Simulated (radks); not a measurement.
Species: Al2+. Configuration: [Ne] 3s0.5 3p0.5 (fractional occupations, a model configuration). All-electron calculation, scalar-relativistic Kohn-Sham, r2SCAN, spin-unpolarised, spherical densities, finite nucleus; meta-GGA in the generalised Kohn-Sham scheme; Fermi nuclear charge, rms radius 3.061 fm. Program: a radial shooting solver on a logarithmic mesh with Libxc functionals.

Unscreened Slater integrals over Kohn-Sham orbitals (eV).

F0(3p,3p): 9.4845
F2(3p,3p): 4.9379
F0(3p,3s): 10.094
G1(3p,3s): 6.7481
F0(3p,2p): 12.746
F2(3p,2p): 1.9533
G0(3p,2p): 0.80596
G2(3p,2p): 0.77044
F0(3p,2s): 12.667
G1(3p,2s): 0.63844
F0(3s,3s): 10.861
F0(3s,2p): 14.324
G1(3s,2p): 0.96546
F0(3s,2s): 14.266
G0(3s,2s): 0.76039
F0(2p,2p): 41.873
F2(2p,2p): 19.117
F0(2p,2s): 40.532
G1(2p,2s): 24.311
F0(2s,2s): 39.711

Derived for the open shells (J is the average intra-shell exchange parameter used in DFT+U). 3p: J = F2/5 = 0.9876 eV.
